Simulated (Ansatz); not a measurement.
Species: CH₃BF₂, charge 0, singlet. CH3BF2 (difluoro(methyl)borane, SMILES B(C)(F)F).
B3LYP-D3(BJ)/def2-TZVP minimum from Ansatz (a first-principles code):
```xyz
7

B      0.0382    -0.0331     0.0601
F      1.3620    -0.1311     0.0752
F     -0.6018    -0.7094     1.0062
C     -0.7177     0.7971    -1.0188
H     -1.6747     1.1697    -0.6534
H     -0.9334     0.1496    -1.8760
H     -0.1185     1.6281    -1.3912
```
Charge 0, spin multiplicity 1.

Atomisation energy term by term, kcal/mol (programs: Ansatz). Radicals and triplets start from unrestricted determinants; spin-orbit coupling is neglected. Cores are frozen in correlated methods. Rows without X2C or -DK are non-relativistic. CBS(X,Y): correlation extrapolated as X^-3, Hartree-Fock from the larger set (Q,5: extrapolated as (X+1)exp(-9√X)). A bracket is a step between two methods taken in the basis named. '+ core + X2C': CCSD(T) terms for core correlation (cc-pwCVTZ) and scalar relativity (cc-pVTZ-DK). For partners of very few electrons the exact lower level stands in for a higher one.

```tsv
term	basis	kcal/mol
Hartree-Fock	CBS(cc-pVQZ,cc-pV5Z)	558.12
CCSD correlation	CBS(cc-pVQZ,cc-pV5Z)	147.84
(T)	CBS(cc-pVQZ,cc-pV5Z)	9.94
CCSDT(Q) - CCSD(T)	cc-pVDZ	0.50
core correlation	cc-pwCVTZ	2.73
scalar relativity	X2C, cc-pVTZ-DK	-0.66
sum: De		718.5
```
